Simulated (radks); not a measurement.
Problem. Cu IV, 26 electrons, occupied as [Ar] 3d8. All-electron calculation, Dirac Kohn-Sham, PBE, spin-unpolarised, spherical densities, point nucleus; open shells fill j = l - 1/2 first. Program: a radial shooting solver on a logarithmic mesh with Libxc functionals.

Spin-orbit splittings of the eigenvalues, e(l+1/2) - e(l-1/2), with zeta = 2 splitting/(2l+1) and mean radii in bohr:

shell  occ.  splitting (eV)  zeta (eV)  <r> j=l-1/2  <r> j=l+1/2
2p        6               ?          ?       0.2042       0.2075
3p        6           2.654      1.769       0.7298       0.7397
3d        8          0.3288     0.1315       0.8539       0.8584
4p        0          0.2547     0.1698        2.372        2.393

Estimate the 2p splitting.

Solution. 20.49 eV (zeta = 13.66 eV).
